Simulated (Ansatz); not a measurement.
`N#[C][GaH][Cl]` + H₂ → `C#N` + `[Cl][GaH2]` at 400 K and 1 bar (hydrogenolysis of a C–Ga bond).

Program: Ansatz. Geometries: PBE0-D4/def2-TZVP. ΔE: electronic, gas phase. CCSD(T)/CBS adds triple-zeta CCSD(T) − MP2 to the extrapolated MP2 energy (def2 sets, frozen cores). This one scheme is used for every species. For Ga outer-core shells are correlated without core-valence functions, which leaves a few kJ/mol of doubt a bond. Scalar relativity is left out up to krypton.

| species | CCSD(T)/CBS energy (Eh) | H − E (kJ/mol) | S (J/(mol·K)) |
| --- | --- | --- | --- |
| `N#[C][GaH][Cl]` | -2477.10934 | 66.9 | 345.5 |
| H₂ | -1.17544 | 38.0 | 139.0 |
| `C#N` | -93.32098 | 56.1 | 211.9 |
| `[Cl][GaH2]` | -2384.95520 | 55.3 | 280.7 |

H − E and S are ideal-gas, rigid-rotor, harmonic terms from PBE0-D4/def2-TZVP. The MP2-based limit puts H₂ 0.8 mEh under its directly extrapolated value; such offsets cancel only in part. 1 Eh = 2625.50 kJ/mol, R = 8.31446 J/(mol·K).

Problem. By hand: ΔE, ΔH, ΔS and ΔG.

Solution. ΔE = (-93.32098) + (-2384.95520) − (-2477.10934) − (-1.17544) = 0.00860 Eh = 22.6 kJ/mol. Δ(H − E) = 56.1 + 55.3 − 66.9 − 38.0 = 6.5, so ΔH = 29.1 kJ/mol. ΔS = 211.9 + 280.7 − 345.5 − 139.0 = 8.1 J/(mol·K). ΔG = 29.1 − 400 × (8.1)/1000 = 25.9 kJ/mol.

Problem. By hand: the equilibrium constant, and the temperature at which ΔG would vanish if ΔH and ΔS stayed fixed.

Solution. log₁₀ K = −ΔG/(RT ln 10) = -3.4. ΔG = 0 at ΔH/ΔS = 3593 K, far beyond where these terms or the molecules hold.

The number of gas molecules stays the same, so ΔS is small and ΔH decides. A doubt of 5 kJ/mol in ΔE shifts log₁₀ K by 0.7 here. These are equilibria of isolated gas molecules and say nothing of rates. Largest T1 diagnostic: 0.014 (customary marks: 0.02 for closed shells, 0.045 for open ones).
